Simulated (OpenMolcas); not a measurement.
V2+: effect of the metal basis

V2+ with 4 ligands (sulfide) in tetrahedral coordination (Td) at 2.44 Å. A charge of +1.5 e stands 2.6 Å behind each ligand.

- Program: OpenMolcas 26.06
- Method: CASSCF
- Spin-orbit coupling: RASSI with atomic mean-field integrals over the reference wave functions

Fixed: ligand basis ANO-RCC-VDZP, active space 3 electrons in 5 orbitals (3d), DKH2 Hamiltonian.

States (labels of Td). Energies in cm-1 above the lowest state or level, χT in cm3 K/mol; under a threefold ground state the first gap can be a small split of the lowest multiplet, not the spin-orbit step.

```
Run   Metal basis  Ground state  First state of that spin  First gap with spin-orbit (degeneracies)  χT at 300 K  First state of another spin                     Cost
  A  ANO-RCC-VDZP           4T1                  4T2 1080                               37.7 (4, 2)        1.608                     2E 13826  roughly 40 core-seconds
  B  ANO-RCC-VTZP           4T1                  4T2 1024                               38.7 (4, 2)        1.612                     2E 13931  roughly 50 core-seconds
```

Against A, the first state of the same spin changes by -5.2 % in B.

Costs are those of the RASSCF and RASSI steps.

An orbital triplet at a regular site is open to Jahn-Teller coupling, which can distort the site and quench the lowest spin-orbit gaps and is left out. Without dynamic correlation the repulsion within the d shell is too large (B by tens of per cent), so at a given field states of lower spin stand too high. The sulfide ions are held by bare point charges, a crude embedding. Ligand-to-metal charge-transfer states are missing. With no ligand orbital active B as a rule stays too high, so bands that hang on it stand too high and its fall with covalency is understated. With metal d orbitals alone and no dynamic correlation the field as a rule comes out too small, by tens of per cent, by up to half for chloride and softer ligands. No measured value stands beside these numbers; the geometry was imposed, not optimised, and the real ion may take another.
